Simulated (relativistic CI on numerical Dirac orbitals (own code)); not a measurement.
## Energy levels of Au⁴⁹⁺

Method of calculation: Dirac-Coulomb-Breit CI, KLI orbitals optimised for each configuration, model QED (radiative potential, 1s self-energy scaled to tabulated hydrogen-like ionisation energies), unscaled Slater integrals (own radial code, finite nucleus).

CI space (outside the closed core [Ar]): 3d10 4s2, 3d10 4s 4p, 3d10 4p2, 3d10 4s 4d, 3d10 4s 4f, 3d10 4d2, 3d10 4p 4d, 3d10 4f2, 3d10 4p 4f, 3d10 4d 4f, 3d10 4s 5s, 3d10 4s 5p, 3d10 4s 5d, 3d10 4s 5f, 3d10 4s 5g, 3d10 4s 6s, 3d10 4s 6p, 3d10 4s 6d, 3d10 4s 6f, 3d9 4s2 4p, 3d10 4s 7s, 3d9 4s2 4d, 3d9 4s2 4f, 3d9 4s2 5s, 3d9 4s2 5p, 3d9 4s2 5d. Double excitations out of closed p, d and f shells are left out; levels of such configurations are missing from the list, as are those of other unlisted configurations, and high levels can miss mixing partners. These lack a partner that the ground configuration has and come out too high: 3d9 4s2 4p, 3d9 4s2 4d, 3d9 4s2 4f, 3d9 4s2 5s, 3d9 4s2 5p.

```
No.  Configuration  Term  J  E (10³ cm⁻¹)    %  Lifetime (s)  jj configuration (%)
  1       3d10 4s2    1S  0           0.0   99                         closed (99)
  2     3d10 4s 4p   3P°  0         785.8  100                      4s 4p1/2 (100)
  3     3d10 4s 4p   3P°  1         851.8   74      4.43e-11         4s 4p1/2 (99)
  4       3d10 4p2    3P  0        1802.3   70      6.75e-12          4p1/2^2 (99)
  5     3d10 4s 4p   3P°  2        1927.3  100      7.67e-08        4s 4p3/2 (100)
  6     3d10 4s 4p   1P°  1        2082.9   74      9.05e-13         4s 4p3/2 (99)
  7       3d10 4p2    3P  1        2885.0  100      1.15e-12     4p1/2 4p3/2 (100)
  8       3d10 4p2    1D  2        2896.4   63      2.00e-12      4p1/2 4p3/2 (96)
  9     3d10 4s 4d    3D  1        3353.2  100      6.99e-13        4s 4d3/2 (100)
 10     3d10 4s 4d    3D  2        3389.1   78      6.16e-13         4s 4d3/2 (93)
 11     3d10 4s 4d    3D  3        3593.0  100      2.12e-12        4s 4d5/2 (100)
 12     3d10 4s 4d    1D  2        3661.3   71      1.92e-12         4s 4d5/2 (90)
 13       3d10 4p2    3P  2        4069.4   58      5.75e-13          4p3/2^2 (94)
 14       3d10 4p2    1S  0        4132.4   69      6.63e-13          4p3/2^2 (99)
 15     3d10 4p 4d   3F°  2        4180.8   76      1.17e-11     4p1/2 4d3/2 (100)
 16     3d10 4p 4d   3D°  1        4339.3   53      5.17e-13      4p1/2 4d3/2 (99)
 17     3d10 4p 4d   3F°  3        4508.6   54      2.87e-12      4p1/2 4d5/2 (97)
 18     3d10 4p 4d   3P°  2        4508.6   47      1.95e-12     4p1/2 4d5/2 (100)
 19     3d10 4s 4f   3F°  3        5075.2   63      3.58e-12         4s 4f5/2 (93)
 20     3d10 4s 4f   3F°  2        5084.5   99      2.33e-12         4s 4f5/2 (99)
 21     3d10 4s 4f   3F°  4        5138.4   98      4.88e-12         4s 4f7/2 (98)
 22     3d10 4s 4f   1F°  3        5171.6   57      2.81e-12         4s 4f7/2 (93)
 23     3d10 4p 4d   3D°  2        5390.3   49      4.62e-13      4p3/2 4d3/2 (97)
 24     3d10 4p 4d   3P°  0        5418.1  100      4.74e-13     4p3/2 4d3/2 (100)
 25     3d10 4p 4d   3P°  1        5429.7   62      4.62e-13      4p3/2 4d3/2 (99)
 26     3d10 4p 4d   3F°  3        5459.7   39      4.54e-13      4p3/2 4d3/2 (81)
 27     3d10 4p 4d   3F°  4        5571.7   98      1.16e-12      4p3/2 4d5/2 (98)
 28     3d10 4p 4d   3P°  2        5624.8   48      8.75e-13      4p3/2 4d5/2 (98)
 29     3d10 4p 4d   1F°  3        5746.9   48      5.91e-13      4p3/2 4d5/2 (89)
 30     3d10 4p 4d   1P°  1        5759.5   67      7.66e-13      4p3/2 4d5/2 (98)
```

Energies count from the lowest computed level; ° marks odd parity; lifetimes are radiative, by E1, M1, E2, M2, E3 decay to levels of this space only; some are left blank where a channel outside the calculation adds to the decay or the decay crosses a small, uncertain gap. Filled j subshells are mostly left out of the jj labels.

The mean weight of the leading LS term, summed over parents, in these 30 levels is 74 %, and that of the leading jj configuration (from the same eigenvectors) 97 %, so jj coupling describes them better and the LS labels are nominal.

At this charge energies of transitions that change n are usually good to better than 1 %, and those within a shell (Δn = 0) to a few per cent.

LS names give the leading component of a level, which can be under half, so a name can repeat, a term be missing and a line seem to break the LS rules.
